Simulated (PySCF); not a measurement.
Static response to an electric field

Species: C₆H₁₁FOSe.
Cartesian coordinates in Å at the PBE0-D3(BJ)/def2-SVP level; atoms count from 1:
```
atom  x, y, z in Å
C1     2.8957    0.0439    0.1011
C2     1.5458    0.4281   -0.4836
C3     0.4766    0.6508    0.5820
C4     0.1390   -0.6505    1.3494
Se5   -1.7711   -1.0074    1.4512
C6    -1.8937   -0.7160   -0.4628
C7    -1.5246    0.7240   -0.8001
F8    -1.0178    0.7248   -2.0874
O9    -0.6562    1.3325    0.0629
H10    3.6482   -0.0822   -0.6909
H11    2.8510   -0.9027    0.6626
H12    3.2666    0.8196    0.7906
H13    1.2010   -0.3405   -1.1954
H14    1.6312    1.3610   -1.0622
H15    0.8685    1.3793    1.3087
H16    0.5979   -1.5250    0.8630
H17    0.5137   -0.6101    2.3812
H18   -2.9120   -0.9438   -0.8034
H19   -1.2041   -1.4084   -0.9697
H20   -2.4173    1.3697   -0.8090
```

Level: CAM-B3LYP/def2-SVPD (PySCF), static field, nuclei fixed, core orbitals frozen in the response. The polarisability tensor in these axes (au):

```
x   113.13   5.18  -0.16
y     5.18  89.10  -6.51
z    -0.16  -6.51  99.02
```

Task: Give the principal values, the mean and the anisotropy Δα = √{½[(α1 − α2)² + (α2 − α3)² + (α1 − α3)²]}.

Result: Principal values 85.12, 101.77 and 114.35 au; mean 100.42 au = 14.88 Å³ = 16.56 × 10⁻⁴⁰ C²·m²/J; Δα = 25.40 au (25 % of the mean).

Task: What is the dipole moment, and where does it point?

Result: (1.10, -0.96, 0.55) D, 1.56 D in size, pointing from the negative to the positive side. Measured along this direction, the outermost atoms are H20 at the negative end and H11 at the positive end.

Task: Find the Langevin capture rate constant for NO+ (29.998 u) meeting this molecule (197.996 u), k = 2.342 × 10⁻⁹ cm³/s × √(α in Å³ / reduced mass in u).

Result: The reduced mass is 26.05 u, so k = 1.77 × 10⁻⁹ cm³/s. The formula leaves out the permanent dipole, which adds to the capture rate.

Task: What depolarisation ratio follows for Rayleigh scattering of linearly polarised light, taking the static tensor?

Result: ρ = 3Δα²/(45ᾱ² + 4Δα²) = 1934.8/(453744 + 2579.7) = 0.00424.

Task: In TDDFT the mean static polarisability is Σ f/ω² over all singlet excitations (ω in hartree). How much of it do the 10 lowest give? Their energies (eV) and oscillator strengths: 4.54, 0.0001; 5.57, 0.0329; 6.22, 0.0340; 6.61, 0.0136; 6.71, 0.0080; 7.18, 0.0090; 7.53, 0.0091; 7.61, 0.0548; 7.77, 0.0614; 7.79, 0.0385.

Result: They add up to 3.97 au, 4.0 % of the 100.42 au; the largest single term is 0.79 au, from the state at 5.57 eV. Terms in order: 0.00, 0.79, 0.65, 0.23, 0.13, 0.13, 0.12, 0.70, 0.75, 0.47 au. Higher excitations give the rest. The strengths listed sum to 0.261.

Task: Give the principal axes and the span of the nuclei along them.

Result: Largest value along (0.97, 0.23, -0.11), where the nuclei span 6.54 Å; middle along (0.19, -0.39, 0.90), 4.84 Å; least along (-0.16, 0.89, 0.42), 3.10 Å. The response follows the extents in order.

Geometry: PBE0-D3(BJ)/def2-SVP, one conformer, isolated molecule. The calculation is non-relativistic, for selenium too.
